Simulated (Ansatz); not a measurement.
CH₇NO₃Zr (`C[NH][Zr]([OH])([OH])[OH]`). The species carries charge 0 and has multiplicity 1. Zr: def2 effective core potential.

```xyz
13

C     2.038    0.495    0.325
N     1.007   -0.506    0.151
Zr   -0.974   -0.226   -0.219
O    -1.947    0.066    1.441
O    -1.607   -1.860   -1.046
O    -1.116    1.378   -1.298
H     1.614    1.494    0.194
H     2.490    0.465    1.325
H     2.845    0.394   -0.411
H     1.385   -1.443    0.214
H    -1.944    0.138    2.391
H    -2.251   -2.503   -1.326
H    -1.539    2.107   -1.741
```

Problem. List the harmonic frequencies (cm⁻¹, unscaled) at PBE0-D4/def2-TZVP in Ansatz. (Best estimate.)

Solution. Ansatz gave: 59, 83, 101, 131, 153, 163, 175, 187, 209, 229, 268, 275, 298, 324, 485, 569, 678, 690, 693, 1051, 1127, 1129, 1367, 1455, 1482, 1508, 2997, 3043, 3092, 3564, 3993, 4004, 4008.

Problem. Is this a minimum?

Solution. Yes, all 33 modes are real.

Problem. Give the ideal-gas thermochemistry at 298.15 K and 1 bar (rigid rotor, harmonic oscillator; point group C1, symmetry number 1).

Solution. Zero-point energy 236.8 kJ/mol; H(298) − E = 270.6 kJ/mol; entropy 444.9 J/(mol·K), of which translation 173.1, rotation 118.3, vibration 153.5; G(298) − E = 138.0 kJ/mol. Modes under 100 cm⁻¹ are hindered rotations or soft bends, so the harmonic entropy is rough.
